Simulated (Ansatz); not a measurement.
Start from `B[SiH2]B[SiH2]C` and change one atom or group to get `C#CB[SiH2]C`.

Ansatz, PBE0-D4/def2-TZVP geometries, multiplicity 1. Each molecule was computed in one conformer, which needn't be the lowest.

```json
{"property": "HOMO–LUMO gap (B3LYP/def2-TZVPP) / eV", "`B[SiH2]B[SiH2]C`": "4.02"}
{"property": "HOMO energy (ωB97M-V/def2-TZVPP) / eV", "`B[SiH2]B[SiH2]C`": "-9.64"}
{"property": "size of the dipole moment (ωB97M-V/def2-TZVPP) / D", "`B[SiH2]B[SiH2]C`": "0.59"}
{"property": "HOMO energy (PBE/def2-TZVPP) / eV", "`B[SiH2]B[SiH2]C`": "-6.50"}
{"property": "LUMO energy (PBE/def2-TZVPP) / eV", "`B[SiH2]B[SiH2]C`": "-4.11"}
{"property": "HOMO energy (PBE0/def2-TZVPP) / eV", "`B[SiH2]B[SiH2]C`": "-7.57"}
```

(1) Give the same properties after the change, and the shifts. (Estimate.)

## Answers

(1) Computed: 
```json
{"property": "HOMO–LUMO gap (B3LYP/def2-TZVPP) / eV", "`C#CB[SiH2]C`": "4.50", "shift": "0.48"}
{"property": "HOMO energy (ωB97M-V/def2-TZVPP) / eV", "`C#CB[SiH2]C`": "-9.61", "shift": "0.03"}
{"property": "size of the dipole moment (ωB97M-V/def2-TZVPP) / D", "`C#CB[SiH2]C`": "1.57", "shift": "0.98"}
{"property": "HOMO energy (PBE/def2-TZVPP) / eV", "`C#CB[SiH2]C`": "-6.33", "shift": "0.17"}
{"property": "LUMO energy (PBE/def2-TZVPP) / eV", "`C#CB[SiH2]C`": "-3.53", "shift": "0.58"}
{"property": "HOMO energy (PBE0/def2-TZVPP) / eV", "`C#CB[SiH2]C`": "-7.48", "shift": "0.09"}
```

With PBE0 the HOMO rises by 0.09 eV and the LUMO rises by 0.59 eV, so the gap widens by about 0.50 eV. PBE moves the HOMO by 0.17 eV and ωB97M-V by 0.03 eV. Dipoles are sizes alone; their direction can turn.

B3LYP here is the variant with VWN-RPA as its local correlation; programs differ in this.
